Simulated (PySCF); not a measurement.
CH6ClFOSi2, SMILES [Si@@]([SiH2]F)(Cl)(O)C.

Coordinates come from a PBE-D3(BJ)/def2-SVP optimisation. The structure was generated by enumeration; whether it is a known compound was not checked. One conformer was computed; it need not be the lowest.

The numbers are results of PBE-D3(BJ)/def2-SVP (PySCF), not measurements.

Frequencies are harmonic and unscaled.

| mode | ν (cm⁻¹) | IR (km/mol) | moving atoms (share of kinetic energy) |
|---|---|---|---|
| 1 | 43 | 0.4 | F 51 %, H 14 %, Cl 13 %, Si 12 %, O 8 % |
| 2 | 76 | 0.7 | F 36 %, Cl 26 %, C 14 %, H 11 %, Si 10 % |
| 3 | 111 | 0.8 | O 29 %, Si 27 %, H 23 %, Cl 12 % |
| 4 | 152 | 11.2 | H 76 % |
| 5 | 158 | 6.9 | H 62 %, C 12 %, F 10 % |
| 6 | 191 | 13.9 | H 43 %, C 24 %, Cl 17 %, Si 10 % |
| 7 | 204 | 15.6 | H 30 %, O 20 %, Si 20 %, C 15 %, F 10 % |
| 8 | 255 | 55.5 | Si 35 %, H 29 %, O 19 %, F 9 % |
| 9 | 280 | 54.0 | O 42 %, Si 18 %, H 15 %, Cl 12 %, C 9 % |
| 10 | 402 | 16.4 | Si 53 %, Cl 17 %, H 15 %, C 8 % |
| 11 | 480 | 38.2 | H 65 %, Si 25 % |
| 12 | 525 | 52.1 | Si 51 %, Cl 23 %, H 21 % |
| 13 | 681 | 57.7 | C 38 %, Si 29 %, H 23 %, O 9 % |
| 14 | 714 | 8.9 | H 91 % |
| 15 | 735 | 95.6 | H 79 %, C 14 % |
| 16 | 758 | 38.8 | H 63 %, C 20 %, Si 8 %, O 8 % |
| 17 | 805 | 244.2 | H 58 %, O 20 %, Si 15 % |
| 18 | 825 | 27.0 | H 44 %, F 42 %, Si 14 % |
| 19 | 873 | 210.7 | H 48 %, Si 30 %, O 11 %, F 9 % |
| 20 | 909 | 15.2 | H 52 %, Si 27 %, O 18 % |
| 21 | 914 | 105.6 | H 63 %, Si 24 %, F 10 % |
| 22 | 1214 | 23.6 | H 78 %, C 22 % |
| 23 | 1373 | 6.2 | H 96 % |
| 24 | 1376 | 3.3 | H 96 % |
| 25 | 2153 | 88.4 | H 98 % |
| 26 | 2164 | 114.7 | H 96 % |
| 27 | 2972 | 0.6 | H 97 % |
| 28 | 3074 | 1.1 | H 91 %, C 9 % |
| 29 | 3081 | 1.3 | H 91 %, C 9 % |
| 30 | 3741 | 67.2 | H 94 % |
